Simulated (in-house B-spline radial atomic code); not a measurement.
RPA and G0W0 on PBEsol: neutral zinc

Configuration [Ar] 3d10 4s2, mean-field start PBEsol. Computed with an all-electron radial atomic-structure program (B-spline basis): all electrons, non-relativistic, point nucleus, each spin shell either full or empty, empty states to l = 9 with an (l + 1/2)⁻⁴ tail; G0W0 by contour deformation at full frequency.

Command:
```bash
python run_gw.py task.json out
```
Settings (radii: box in bohr, nucleus in fm):
```
Z                        30
electrons                30
configuration            [Ar] 3d10 4s2
hamiltonian              nr
method                   pbesol
lmax                     9
spin_polarised           False
box_radius               40
intervals                55
ion_configuration        [Ar] 3d10 4s1
```

Run time, properties included: 6.2 s on 1 thread of Arm Neoverse N1, on a shared host.

Energies (hartree):

```csv
term,value
mean-field total,-1777.79849
Hartree-Fock functional on these orbitals,-1777.79879
direct second order,-2.9337
second-order exchange,0.82872
SOSEX correction,0.71242
```

Q: What is the RPA correlation energy, and what remains with SOSEX?

A: RPA gives -2.299 hartree (-2.09 eV per electron); RPA + SOSEX gives -1.5866, and the second-order doubles -2.105 hartree (no singles). SOSEX takes back 31 % of the RPA value.

Quasi-particle levels (eV):

| level | occupied | mean field | Σx - vxc | Σc | QP weight | G0W0 |
| --- | --- | --- | --- | --- | --- | --- |
| 4s | yes | -5.844 | -2.23 | ? | ? | ? |
| 4p | no | -1.123 | 2.93 | -1.02 | 0.907 | 0.790 |

G0W0 = mean field + (Σx - vxc) + Σc, with Σc (partial-wave tail included) taken at the quasi-particle energy. Only the outer levels were computed. Levels of low weight are left out. An empty level above zero is unbound and depends on the box.

Q: Where does G0W0 put 4s?

A: At -9.220 eV, with Σc = -1.15 eV and a quasi-particle weight of 0.814. The tabulated removal energy is 9.394 eV (NIST, measured); the calculation leaves out relativity, Breit and QED terms, and what these don't explain is the method's own error.

Q: What does it cost to remove one electron (to [Ar] 3d10 4s1) by differences of total energies, each species on its own start (correlation terms add to the Hartree-Fock functional)?

A: PBEsol 9.338 eV, Hartree-Fock functional 7.384 eV, + RPA 9.544 eV, + RPA + SOSEX 9.034 eV, + second order 10.733 eV. Tabulated: 9.394 eV (NIST, measured); the calculation leaves out relativity, Breit and QED terms, and what these don't explain is the method's own error.
